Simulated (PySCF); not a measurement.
TaCl2, SMILES [Cl][Ta][Cl] (connectivity only; charge and spin as stated), neutral, multiplicity 4. Atoms are numbered in the order given.

```xyz
3

Ta     0.0000     0.0000     0.0000
Cl     0.0000     0.0000    -2.2991
Cl     0.0000     0.0000     2.2991
```
Charge 0, spin multiplicity 4.

The structure is a stationary point at PBE-D3(BJ)/def2-TZVP. The multiplicity is an assumed one; other spin states were not compared. The def2 effective core potentials stand for the cores of Ta; spin–orbit coupling is left out.

Method: PBE-D3(BJ)/def2-TZVP run with PySCF.

Frequencies are harmonic and unscaled.

Modes within 1.5 cm⁻¹ of each other (mostly degenerate sets) share a row, with their intensities summed.

Computed vibrational spectrum:
| mode | ν (cm⁻¹) | IR (km/mol) | moving atoms (share of kinetic energy) |
|---|---|---|---|
| 1–2 | 18 | 2.3 | Cl 72 %, Ta 28 % |
| 3 | 368 | 0.0 | Cl 100 % |
| 4 | 384 | 127.9 | Cl 72 %, Ta 28 % |
